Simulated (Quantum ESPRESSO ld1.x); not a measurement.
The numbers below are computed, except where a source is named.
Question: The mean radii <r> (bohr) of the occupied orbitals of an atom or ion are listed with their occupations. Code: ld1.x of Quantum ESPRESSO 7.5. Model: non-relativistic Kohn-Sham, LDA (Slater exchange, Gunnarsson-Lundqvist correlation), spin-unpolarised, spherical densities, point nucleus.

| orbital | occ. | <r> |
|---|---|---|
| 1s | 2 | 0.07375 |
| 2s | 2 | 0.3468 |
| 2p | 6 | 0.3087 |
| 3s | 2 | 1.039 |
| 3p | 5 | 1.090 |

Name the element and its charge.

Answer: Z = 21, scandium, charge +4: Sc4+ in [Ne] 3s2 3p5. The 1s radius gives Z: for a bare nucleus <r> = 1.5/Z, 0.07143 bohr for Z = 21, and screening makes it slightly larger (0.07375 here). The occupations add up to 17, and the charge is Z minus that.
